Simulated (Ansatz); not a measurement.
cis-ZnCl2(NH3)4 (ZnN4Cl2H12). The state is a singlet with charge 0. Geometry PBE0-D4/def2-SVP.

```
atom   x (Å)   y (Å)   z (Å)
 Cl1  -0.824  -1.068   2.311
 Cl2  -1.430   2.253   0.201
  N3   0.519   0.944  -1.706
  N4   1.009  -1.748   0.003
  N5  -2.058  -0.717  -0.539
  N6   1.200   1.169   1.495
 Zn7  -0.199   0.104   0.222
  H8  -0.063   1.780  -1.551
  H9   0.239   0.512  -2.584
 H10   1.489   1.238  -1.802
 H11   0.644  -2.086   0.905
 H12   2.024  -1.702   0.060
 H13   0.770  -2.426  -0.718
 H14  -2.588   0.159  -0.565
 H15  -2.337  -1.218   0.309
 H16  -2.284  -1.278  -1.357
 H17   2.206   1.319   1.446
 H18   0.966   0.694   2.372
 H19   0.717   2.071   1.496
```

LC-ωPBE has ω = 0.4 bohr⁻¹. Another isomer (singlet) lies 0.09 eV lower at PBE0-D4/def2-TZVP; other spin states weren't run for this one.

Question: Estimate the orbital energies around the gap (eV) in Ansatz with PBE-D4/def2-TZVP, r2SCAN-D4/def2-TZVP, PBE0-D4/def2-SVP, LC-ωPBE/def2-TZVP, ωB97M-V/def2-TZVP.

Answer: 
```csv
orbital,PBE-D4/def2-TZVP,r2SCAN-D4/def2-TZVP,PBE0-D4/def2-SVP,LC-ωPBE/def2-TZVP,ωB97M-V/def2-TZVP
HOMO−13,-10.32,-10.74,-12.52,-15.74,-15.72
HOMO−12,-9.99,-10.37,-12.15,-15.35,-15.39
HOMO−11,-9.92,-10.30,-12.08,-15.26,-15.30
HOMO−10,-9.91,-10.29,-12.06,-15.24,-15.25
HOMO−9,-9.54,-9.87,-10.87,-14.43,-13.86
HOMO−8,-7.89,-8.26,-9.19,-12.50,-11.98
HOMO−7,-7.32,-7.68,-8.61,-11.82,-11.36
HOMO−6,-7.18,-7.52,-8.42,-11.64,-11.20
HOMO−5,-5.82,-6.14,-6.76,-9.96,-9.54
HOMO−4,-5.73,-6.02,-6.56,-9.82,-9.35
HOMO−3,-5.60,-5.90,-6.49,-9.68,-9.21
HOMO−2,-5.59,-5.89,-6.45,-9.66,-9.19
HOMO−1,-5.57,-5.87,-6.42,-9.63,-9.19
HOMO,-5.42,-5.73,-6.26,-9.41,-8.96
LUMO,-0.92,-0.25,0.53,1.89,1.17
LUMO+1,0.04,0.82,1.79,2.75,2.00
LUMO+2,0.20,0.94,1.85,3.12,2.45
LUMO+3,0.58,1.31,2.32,3.56,2.89
LUMO+4,1.44,1.92,3.17,4.46,3.81
LUMO+5,1.48,2.32,3.22,4.72,4.05
```
